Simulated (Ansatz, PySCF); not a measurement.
Gas-phase reaction (SMILES): CC[Si](Br)(Br)Br [tribromo(ethyl)silane] + [H][H] (H2) -> Br[SiH](Br)Br [tribromosilane] + CC (C2H6) [ethane]; hydrogen cleaves one Si-C bond, a model of a ligand-exchange step.

Each molecule is optimised on its own at B3LYP-D3(BJ)/def2-TZVP (Ansatz, an electronic-structure program), one conformer each, not searched for the lowest. Cores are frozen in the correlated levels unless marked. Spin-orbit coupling is left out. Frozen are the shells of the preceding noble gas and the d and f shells that filled before the atom's block. No relativistic terms. Basis-set limits of correlation are two-point, X^-3; Hartree-Fock from the larger set. The bracket is a focal-point correction in the basis named. Thermal terms are rigid-rotor harmonic-oscillator values from B3LYP-D3(BJ) frequencies (Ansatz or PySCF) at 298.15 K and 1 atm. 1 Eh = 627.5095 kcal/mol.

```
species           E, RI-MP2/CBS(def2-TZVPPD,def2-QZVPPD)+[CCSD(T)-MP2]/def2-TZVPPD (Ansatz) (Eh)  E, B3LYP-D3(BJ)/def2-TZVPD (Ansatz + dftd3) (Eh)  H - E (Eh)
----------------  ------------------------------------------------------------------------------  ------------------------------------------------  ----------
CC[Si](Br)(Br)Br                                                                     -8086.40467                                       -8091.51901     0.08005
[H][H] (H2)                                                                             -1.17532                                          -1.17983     0.01336
Br[SiH](Br)Br                                                                        -8007.86367                                       -8012.83121     0.01941
CC (C2H6)                                                                              -79.71825                                         -79.86964     0.07887
```

Task: Work out ΔE and ΔH at 298.15 K at the first level, then ΔH at the second.

Result: 
1. ΔE = [(-8007.86367) + (-79.71825)] - [(-8086.40467) + (-1.17532)] = -0.00193 Eh = -1.2 kcal/mol at RI-MP2/CBS(def2-TZVPPD,def2-QZVPPD)+[CCSD(T)-MP2]/def2-TZVPPD.
2. The terms H - E add up to 0.00487 Eh, so ΔH = (-0.00193 + (0.00487))×627.5095 = 1.8 kcal/mol.
3. At B3LYP-D3(BJ)/def2-TZVPD the same steps give ΔE = -1.3 and ΔH = 1.8 kcal/mol, a shift of +0.0 from the first level.
4. These values are not checked against measurement here, since the tables used lack a sound gas-phase enthalpy of formation for at least one species.
